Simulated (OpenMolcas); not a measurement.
Ir6+ among 6 point charges of -1.7 e arranged as a trigonal prism (D3h), 1.7 Å from the ion, with a polar angle of 48.6° against the regular 49.1°.

| Property | Result |
| --- | --- |
| Program | OpenMolcas |
| Method | CASSCF |
| Basis | ANO-RCC-VDZP [7s6p4d2f] |
| Scalar Hamiltonian | DKH2, point nucleus |
| Active space | 3 electrons in 5 orbitals (5d) |
| State averaging | 2S+1 = 4 even, 10 roots; 2S+1 = 2 even, 40 roots |
| Spin-orbit coupling | RASSI with atomic mean-field integrals over the reference wave functions |

Problem. What is the spin-free ground state (labels of D3, the rotations of D3h)?

Solution. 4A2, 1-fold in its orbital part, 90 % from free-ion F terms; it has the highest spin that d3 allows.

Problem. Where is the first state of the same spin?

Solution. 4E at 8560 cm-1 above the ground state.

Problem. What are the lowest two levels with spin-orbit coupling?

Solution. A 2-fold level E1/2 with g = 0.46, 0.46, 1.59, then a 2-fold level E3/2 5592 cm-1 above it. Their leading multiplicities are 4 (84 %) and 4 (93 %).

Problem. What is χT at 300 K?

Solution. 0.12 cm3 K/mol.

Spin-orbit coupling mixes the spin-free states strongly: the lowest level takes only 53 % from its leading state, 4A2. Without dynamic correlation the repulsion within the d shell is too large (B by tens of per cent), so at a given field states of lower spin stand too high. Point charges carry no covalency, so the field is a model and not that of real ligands. No measured value stands beside these numbers.
